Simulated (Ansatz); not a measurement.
Species: sum formula SiN3H6Cl, charge 0, multiplicity 1. SMILES: N[Si](N)(N)Cl
Coordinates optimised at B3LYP-D3(BJ)/def2-TZVP (Ansatz, an electronic-structure program):
```
Si
N 1 1.7036
H 2 1.0067 1 119.06
H 2 1.0068 3 112.37 1 -152.40
N 1 1.7036 2 110.19 3 124.01
H 5 1.0066 1 119.06 2 1.60
H 5 1.0067 6 112.38 1 -152.47
N 1 1.7038 2 110.10 3 2.24
H 8 1.0067 1 118.98 2 124.17
H 8 1.0068 9 112.34 1 -152.12
Cl 1 2.1018 2 108.83 3 -116.92
```
Charge 0, spin multiplicity 1.

Quantity: vertical triplet-singlet gap (E(triplet) - E(singlet); each state is the SCF solution reached for its spin), in kcal/mol. Cores are frozen in the correlated levels unless marked. UHF or UKS for open shells. No spin-orbit coupling. No relativistic terms. CBS(X,Y): correlation extrapolated as X^-3; Hartree-Fock from the larger set. [CCSD(T)-MP2]/basis is that difference in the basis named.

```csv
level,program,vertical triplet-singlet gap (kcal/mol)
SVWN5/def2-TZVPD,Ansatz,128.2
PBE/def2-TZVPD,Ansatz,127.1
PBE0/def2-TZVPD,Ansatz,142.2
CAM-B3LYP/def2-TZVPD,Ansatz,___
wB97M-V/def2-TZVPD,Ansatz,___
wB97X-V/def2-TZVPD,Ansatz,___
B2PLYP/def2-TZVPD,Ansatz,146.2
SCS-MP2/aug-cc-pV(D+d)Z,Ansatz,148.8
SCS-MP2/aug-cc-pV(T+d)Z,Ansatz,152.0
CCSD/aug-cc-pV(D+d)Z,Ansatz,142.6
"RI-MP2/CBS(aug-cc-pV(T+d)Z,aug-cc-pV(Q+d)Z)+[CCSD(T)-MP2]/aug-cc-pV(T+d)Z",Ansatz,___
```

### Question
Fill in the missing entries.

### Answer

- CAM-B3LYP/def2-TZVPD, vertical triplet-singlet gap (kcal/mol): 147.2
- wB97M-V/def2-TZVPD, vertical triplet-singlet gap (kcal/mol): 150.6
- wB97X-V/def2-TZVPD, vertical triplet-singlet gap (kcal/mol): 153.0
- RI-MP2/CBS(aug-cc-pV(T+d)Z,aug-cc-pV(Q+d)Z)+[CCSD(T)-MP2]/aug-cc-pV(T+d)Z, vertical triplet-singlet gap (kcal/mol): 147.8
